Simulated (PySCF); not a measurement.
octasulfur (S8), SMILES S1SSSSSSS1. The structure is a stationary point at B3LYP-D3(BJ)/def2-SVP.

Task: Give the equilibrium geometry at B3LYP-D3(BJ)/def2-SVP (PySCF confirms it by a frequency run) as Cartesian coordinates in Å, and its point group. (An estimate is asked for; the answer gives what the named calculation found.)

Result: point group Cs.
```xyz
8

S      0.0865    -1.8666     1.7174
S     -1.0467    -1.6263     0.0000
S      0.0865    -1.8666    -1.7174
S      0.9831     0.0595    -2.0799
S     -0.5672     1.4088    -1.7353
S      0.0420     2.4229     0.0000
S     -0.5672     1.4088     1.7353
S      0.9831     0.0595     2.0799
```
Charge 0, spin multiplicity 1.
